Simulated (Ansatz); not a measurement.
Species: sum formula H6Si2OF, charge 1, multiplicity 1. It need not be the lowest isomer of its formula. 
Coordinates optimised at B3LYP-D3(BJ)/def2-TZVP (Ansatz, an electronic-structure program):
```
O
H 1 0.9718
Si 1 1.7759 2 115.43
F 3 1.5723 1 103.13 2 -103.49
H 3 1.4592 4 111.67 1 110.56
H 3 1.4612 5 120.44 4 -136.24
Si 1 1.8126 2 115.88 3 -171.10
H 7 1.4656 1 103.62 2 58.36
H 7 1.4657 8 115.51 1 112.02
H 7 1.4659 8 115.84 9 140.23
```
Charge +1, spin multiplicity 1.

Basis-set convergence of Hartree-Fock and CCSD correlation energies (hartree) with Ansatz. Cores are frozen in the correlated levels unless marked. No spin-orbit coupling. Non-relativistic.

```tsv
basis	functions	E(HF)	E(corr, CCSD)
cc-pV(D+d)Z	104	-755.53681	-0.61382
cc-pV(T+d)Z	222	?	?
```

Question: Some entries are withheld; supply them.

Answer: 
- cc-pV(T+d)Z, E(HF): -755.63948
- cc-pV(T+d)Z, E(corr, CCSD): -0.76966
